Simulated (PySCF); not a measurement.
Cl3Si (SMILES Cl[Si](Cl)Cl), doublet, at a GFN2-xTB geometry; MP2/STO-3G (PySCF).

PySCF was given this input:
```python
from pyscf import gto, scf, mp

mol = gto.Mole()
mol.atom = '''
    Cl    1.858345   -0.439643   -0.166275
    Si    0.003666   -0.010838    0.525157
    Cl   -1.314305   -1.385713   -0.163652
    Cl   -0.547059    1.834281   -0.102555
'''
mol.basis = 'sto-3g'
mol.charge = 0
mol.spin = 1
mol.verbose = 4
mol.build()

mf = scf.UHF(mol)
mf.kernel()

pt = mp.MP2(mf, frozen=20)
pt.kernel()
print('E(MP2) = %.10f' % pt.e_tot)
```

Problem. Predict the main parts of the log of this PySCF run.

Solution. 
```
PySCF version 2.14.0

[INPUT] verbose = 4
[INPUT] num. atoms = 4
[INPUT] num. electrons = 65
[INPUT] charge = 0
[INPUT] spin (= nelec alpha-beta = 2S) = 1
[INPUT] symmetry False subgroup None
[INPUT] Mole.unit = angstrom
[INPUT] Symbol           X                Y                Z      unit          X                Y                Z       unit  Magmom
[INPUT]  1 Cl     1.858345000000  -0.439643000000  -0.166275000000 AA    3.511763094955  -0.830804862582  -0.314214211362 Bohr   0.0
[INPUT]  2 Si     0.003666000000  -0.010838000000   0.525157000000 AA    0.006927735973  -0.020480851738   0.992402902398 Bohr   0.0
[INPUT]  3 Cl    -1.314305000000  -1.385713000000  -0.163652000000 AA   -2.483676494146  -2.618618057249  -0.309257459737 Bohr   0.0
[INPUT]  4 Cl    -0.547059000000   1.834281000000  -0.102555000000 AA   -1.033791683978   3.466288725493  -0.193800862705 Bohr   0.0

nuclear repulsion = 325.137345030265
number of shells = 20
number of NR pGTOs = 108
number of NR cGTOs = 36
basis = sto-3g
ecp = {}

******** <class 'pyscf.scf.uhf.UHF'> ********
method = UHF
initial guess = minao
damping factor = 0
level_shift factor = 0
DIIS = <class 'pyscf.scf.diis.CDIIS'>
diis_start_cycle = 1
diis_space = 8
diis_damp = 0
SCF conv_tol = 1e-09
SCF conv_tol_grad = None
SCF max_cycles = 50
direct_scf = True
direct_scf_tol = 1e-13
number electrons alpha = 33  beta = 32
Set gradient conv threshold to 3.16228e-05
init E= -1648.7879047762

cycle= 1 E= -1649.37585753188  delta_E= -0.588  |g|= 0.259  |ddm|=    2
cycle= 2 E= -1649.45280520839  delta_E= -0.0769  |g|= 0.0637  |ddm|= 0.774
cycle= 3 E= -1649.45782201069  delta_E= -0.00502  |g|= 0.0219  |ddm|= 0.165
cycle= 4 E= -1649.45926820924  delta_E= -0.00145  |g|= 0.00586  |ddm|= 0.152
cycle= 5 E= -1649.45937561778  delta_E= -0.000107  |g|= 0.00262  |ddm|= 0.0362
cycle= 6 E= -1649.45939843577  delta_E= -2.28e-05  |g|= 0.000469  |ddm|= 0.0195
cycle= 7 E= -1649.45939899829  delta_E= -5.63e-07  |g|= 8.37e-05  |ddm|= 0.00248
cycle= 8 E= -1649.4593990155  delta_E= -1.72e-08  |g|= 2.06e-05  |ddm|= 0.000396
cycle= 9 E= -1649.45939901661  delta_E= -1.11e-09  |g|= 5.35e-06  |ddm|= 0.000105
cycle= 10 E= -1649.45939901668  delta_E= -7.41e-11  |g|= 8.07e-07  |ddm|= 3.1e-05
Extra cycle  E= -1649.45939901669  delta_E= -2.05e-12  |g|= 3.6e-07  |ddm|= 2.03e-06
converged SCF energy = -1649.45939901669  <S^2> = 0.75280715  2S+1 = 2.0028052

******** <class 'pyscf.mp.ump2.UMP2'> ********
nocc = (np.int64(13), np.int64(12)), nmo = (16, 16)
frozen orbitals 20
E(UMP2) = -1649.49681295856  E_corr = -0.0374139418751869
E(SCS-UMP2) = -1649.4986199477  E_corr = -0.0392209310156995
E_corr(same-spin) = -0.0065489991167593
E_corr(oppo-spin) = -0.0308649427584276
E(MP2) = -1649.4968129586
```
